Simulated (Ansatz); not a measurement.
Pulling on the C1–I2 bond in CH3I (SMILES CI) (multiplicity 1 held, fragments rigid). Energies count from the point at 2.156 Å.
Geometry at that point (charge 0, multiplicity 1):
```xyz
5

C     -1.827    -0.036    -0.041
I      0.329     0.007     0.007
H     -2.120    -0.844    -0.702
H     -2.171    -0.208     0.972
H     -2.162     0.924    -0.416
```

Unrestricted levels (U-) break spin symmetry where that is lower. Active spaces are followed from a long bond inwards. Levels need not reach the same state.

Cores are frozen in the correlated methods. Filled d and f shells under p-block atoms count as core.

Run with Ansatz (an electronic-structure program) with Gaussian orbitals. Each number belongs to the level named beside it. In def2 rows elements past Kr take small-core potentials, without spin–orbit coupling.

### Question
Estimate the energy at R = 6.901 Å that U-MP2/def2-SVP returns for this input.

### Answer
63.4 kcal/mol

### Question
What is the computed energy at R = 6.901 Å (FIC-MRCISD+Q on CASSCF(6,4)/def2-SVP)?

### Answer
60.5 kcal/mol

Doubts at one or more of the structures used: a spin-contaminated determinant (U-MP2/def2-SVP); active orbitals that take no part (FIC-MRCISD+Q on CASSCF(6,4)/def2-SVP).
